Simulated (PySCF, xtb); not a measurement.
Bi(H)2(Me) (CH5Bi), SMILES [CH3][BiH2].

xtb with GFN2-xTB at its own geometry gives an orbital gap of 7.04 eV and a dipole moment of 2.26 D.

Coordinates come from a r2SCAN-D4/def2-TZVP optimisation. The def2 effective core potentials stand for the cores of Bi; spin–orbit coupling is left out.

### Question
What does M06-2X/def2-TZVPD run with PySCF give? (The exact figures need the calculation; the answer reports its results.)

### Answer
gap 8.38 eV (levels -8.31 and 0.07 eV), dipole 1.08 D.
